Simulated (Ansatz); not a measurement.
Saddle point of ZnAsH5O, singlet (ZnH₂O ([OH][ZnH]) + AsH₃ → ZnAsH₃O ([OH][Zn][AsH2]) + H₂; bonds formed: H2–H4; dative contacts that become bonds: Zn1–As5; bonds broken: Zn1–H2, H4–As5), PBE0-D4/def2-TZVP structure:

Zn1  (-0.774, -0.590, -0.116)
H2  (0.749, -0.834, -0.979)
O3  (-2.455, -1.142, 0.198)
H4  (1.576, -0.342, -0.389)
As5  (1.109, 0.900, 0.684)
H6  (-2.795, -1.783, -0.428)
H7  (0.937, 1.765, -0.549)
H8  (1.653, 2.026, 1.580)
(Å)

Energies are electronic, without zero-point energy. Barriers and step energies count from the start structure reached by relaxing down the imaginary mode; all methods use the PBE0-D4 structures, on which another method's saddle can fall below an end. Program: Ansatz 0.2.0. Basis: def2-TZVPP, with def2-QZVPP for the basis limit. Cores are frozen in the correlated methods. The 3s and 3p shells of Cu and Zn are frozen; filled d shells are correlated. The def2 sets are not built for correlating such inner shells, so the correlated values are less sure here. B3LYP uses VWN-RPA correlation. Extrapolation: Hartree–Fock as exp(−7.88 √X), correlation as X^−2.97.

```json
{"method": "SPW92", "barrier (kcal/mol)": "29.66", "step energy (kcal/mol)": "-4.63"}
{"method": "PBE-D4", "barrier (kcal/mol)": "33.25", "step energy (kcal/mol)": "-8.19"}
{"method": "BLYP-D4", "barrier (kcal/mol)": "?", "step energy (kcal/mol)": "-8.29"}
{"method": "r2SCAN-D4", "barrier (kcal/mol)": "36.86", "step energy (kcal/mol)": "-7.19"}
{"method": "B97M-V", "barrier (kcal/mol)": "38.99", "step energy (kcal/mol)": "-3.39"}
{"method": "PBE0-D4", "barrier (kcal/mol)": "37.52", "step energy (kcal/mol)": "-7.30"}
{"method": "B3LYP-D4", "barrier (kcal/mol)": "40.02", "step energy (kcal/mol)": "-7.38"}
{"method": "r2SCAN0-D4", "barrier (kcal/mol)": "39.77", "step energy (kcal/mol)": "-6.96"}
{"method": "BHLYP-D4", "barrier (kcal/mol)": "45.16", "step energy (kcal/mol)": "-6.10"}
{"method": "CAM-B3LYP-D4", "barrier (kcal/mol)": "?", "step energy (kcal/mol)": "-5.44"}
{"method": "wB97X-V", "barrier (kcal/mol)": "44.62", "step energy (kcal/mol)": "-5.68"}
{"method": "wB97M-V", "barrier (kcal/mol)": "43.59", "step energy (kcal/mol)": "-6.63"}
{"method": "B2PLYP", "barrier (kcal/mol)": "?", "step energy (kcal/mol)": "-7.91"}
{"method": "PBE-QIDH", "barrier (kcal/mol)": "41.25", "step energy (kcal/mol)": "-7.17"}
{"method": "RPA on PBE", "barrier (kcal/mol)": "43.23", "step energy (kcal/mol)": "-5.62"}
{"method": "HF", "barrier (kcal/mol)": "54.52", "step energy (kcal/mol)": "-5.51"}
{"method": "MP2", "barrier (kcal/mol)": "42.78", "step energy (kcal/mol)": "-8.34"}
{"method": "CCSD", "barrier (kcal/mol)": "44.98", "step energy (kcal/mol)": "-5.93"}
{"method": "CCSD(T)", "barrier (kcal/mol)": "42.50", "step energy (kcal/mol)": "-6.44"}
```

(1) Fill in the withheld barriers. (An estimate is asked for; the value comes from the calculation.)

T1 diagnostic: at most 0.016.

Results:

(1) By the calculation: BLYP-D4 36.76; B2PLYP 41.47; CAM-B3LYP-D4 43.60 kcal/mol. Each is the energy of the saddle less that of the start structure, by the same method.

For comparison, the barrier by CCSD(T) at an estimated basis limit (MP2 extrapolated from triple and quadruple zeta, plus CCSD(T) − MP2 in triple zeta) is 40.71 kcal/mol.

Labels in which every atom is bracketed show which atoms are joined, not bond orders.

For scale, one of the runs: CCSD(T)/def2-TZVPP, 213 basis functions, launched by `ansatz run in.yaml --threads 8 --pin off --events-out ev --progress --plain --max-ram 19148MiB`. The run took 66 s on 8 CPU threads of an Arm Neoverse V1 (shared host), with 3.1 GiB of host memory at its peak.
